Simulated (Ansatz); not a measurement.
dimethylacetylene (C4H6), singlet, geometry from GFN2-xTB; HF/pcseg-1 (Ansatz, an electronic-structure program).

Ansatz was given this input:
Ansatz 0.2 input:
```yaml
crystal:
  periodic: [false, false, false]
  atoms:
    - {symbol: C, position_ang: [0.00350171, 0.00681221, 2.04717461]}
    - {symbol: C, position_ang: [0.00102454, 0.00199315, 0.59897157]}
    - {symbol: C, position_ang: [-0.00102454, -0.00199315, -0.59897157]}
    - {symbol: C, position_ang: [-0.00350171, -0.00681221, -2.04717461]}
    - {symbol: H, position_ang: [-0.01660974, 1.03166869, 2.41791685]}
    - {symbol: H, position_ang: [-0.87195983, -0.52171478, 2.42454899]}
    - {symbol: H, position_ang: [0.90099445, -0.48578258, 2.42139677]}
    - {symbol: H, position_ang: [-0.02489300, 1.01555447, -2.42465823]}
    - {symbol: H, position_ang: [0.89271120, -0.50189680, -2.42117830]}
    - {symbol: H, position_ang: [-0.88024308, -0.53782899, -2.41802609]}
basis:
  gaussian:
    orbitals: pcseg-1.json
    occupation: {up: {"A1": 8, "A2": 1, "B1": 2, "B2": 4}, down: {"A1": 8, "A2": 1, "B1": 2, "B2": 4}}
hamiltonian:
  xc: hf
```
The basis file holds pcseg-1 in the JSON format of the Basis Set Exchange.

What the program printed (banner, timings and long lists left out):

```
Functional definition: HF
the irreps are read with x along [-1.000, -0.020, 0.002], y along [-0.002, -0.003, -1.000] and z along [0.020, -1.000, 0.003] of the geometry given
1218 factors; their error is unknown
mean field evaluation 1: about -4179.9476 eV, gradient 2.7e1 eV
mean field evaluation 2: about -4182.6505 eV, gradient 2.0e0 eV
mean field evaluation 4: about -4182.7754 eV, gradient 2.9e-1 eV
mean field -4182.77556330 eV, -153.7141667642 hartree, gradient 2.1e-6 eV, S^2 0.000000; 0 other end points of the search recorded, 0 dependent functions left out
reference -4182.77556330 eV, -153.7141667642 hartree; 15, 15 occupied and 71, 71 virtual orbitals, 1218 factors
Total energy: -4182.77556330 eV, -153.7141667642 hartree
```
